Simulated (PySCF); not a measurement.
Chain-length series, n-germane fluoro/fluoro (end groups after the name). Gas-phase values, no solvent. One relaxed conformer stands for each flexible species; it need not be the lowest. Strings in code marks are SMILES. All members: neutral, multiplicity 1. Level: PBE0-D3(BJ)/def2-TZVP // PBE-D3(BJ)/def2-SVP (PySCF). 

```json
[
 {"species": "`[F][GeH2][GeH2][GeH2][GeH2][GeH2][F]`", "n (atoms other than H)": "7", "1/n": "0.1429", "HOMO–LUMO gap (eV)": "6.18"},
 {"species": "`[F][GeH2][GeH2][GeH2][GeH2][F]`", "n (atoms other than H)": "6", "1/n": "0.1667", "HOMO–LUMO gap (eV)": "6.57"},
 {"species": "`[F][GeH2][GeH2][GeH2][F]` (F–Ge–Ge–Ge torsion 178°, Ge–Ge–Ge–F torsion 178°)", "n (atoms other than H)": "5", "1/n": "0.2000", "HOMO–LUMO gap (eV)": "6.85"},
 {"species": "`[F][GeH2][GeH2][F]` (F–Ge–Ge–F torsion 177°)", "n (atoms other than H)": "4", "1/n": "0.2500", "HOMO–LUMO gap (eV)": "withheld"},
 {"species": "`[F][GeH2][F]`", "n (atoms other than H)": "3", "1/n": "0.3333", "HOMO–LUMO gap (eV)": "9.96"}
]
```

### Question
Fit HOMO–LUMO gap = a + b·x to the 4 complete rows by least squares, with x = 1/n. Give a, b and the rms residual, and predict the withheld value.

### Answer
Means of the 4 rows: x̄ = 0.21072, ȳ = 7.39 eV. Σ(x − x̄)² = 0.021678 and Σ(x − x̄)(y − ȳ) = 0.43898, so b = 20.250 and a = ȳ − b·x̄ = 3.123 eV. The rms residual is 0.190 eV. At x = 0.25 the line gives 8.19 eV. The run for `[F][GeH2][GeH2][F]` (F–Ge–Ge–F torsion 177°) gave 7.19 eV, so the line is off by 1.00 eV, more than twice the rms residual.

Codes: PySCF.
